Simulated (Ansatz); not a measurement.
One change: `[F][Mo]([F])(=[S])([Cl])[Cl]` becomes `[OH][Mo]([F])([F])(=[S])[Cl]`.

Ansatz, PBE0-D4/def2-TZVP geometries, multiplicity 1. Each molecule was computed in one conformer, which needn't be the lowest.

Elements past krypton have def2 core potentials.

| property | `[F][Mo]([F])(=[S])([Cl])[Cl]` |
| --- | --- |
| LUMO energy (PBE0/def2-TZVPP) / eV | -4.86 |
| HOMO energy (B3LYP/def2-TZVPP) / eV | -8.86 |
| size of the dipole moment (B3LYP/def2-TZVPP) / D | 1.77 |
| HOMO–LUMO gap (PBE/def2-TZVPP) / eV | 2.35 |
| zero-point energy (PBE0-D4/def2-TZVP) / kJ/mol | 24.8 |
| HOMO energy (PBE0/def2-TZVPP) / eV | -9.12 |

(1) Give the same properties after the change, and the shifts. (Best estimate.)

Answers

(1) Ansatz gave: 
| property | `[OH][Mo]([F])([F])(=[S])[Cl]` | shift |
| --- | --- | --- |
| LUMO energy (PBE0/def2-TZVPP) / eV | -4.07 | 0.79 |
| HOMO energy (B3LYP/def2-TZVPP) / eV | -8.67 | 0.19 |
| size of the dipole moment (B3LYP/def2-TZVPP) / D | 2.24 | 0.47 |
| HOMO–LUMO gap (PBE/def2-TZVPP) / eV | 2.86 | 0.51 |
| zero-point energy (PBE0-D4/def2-TZVP) / kJ/mol | 55.9 | 31.1 |
| HOMO energy (PBE0/def2-TZVPP) / eV | -8.92 | 0.20 |

With PBE0 the HOMO rises by 0.20 eV and the LUMO rises by 0.79 eV, so the gap widens by about 0.59 eV. PBE moves the HOMO by 0.21 eV and ωB97M-V by 0.19 eV. The zero-point energy changes by 31.1 kJ/mol with +3 modes. Dipoles are sizes alone; their direction can turn.

B3LYP here is the variant with VWN-RPA as its local correlation; programs differ in this.
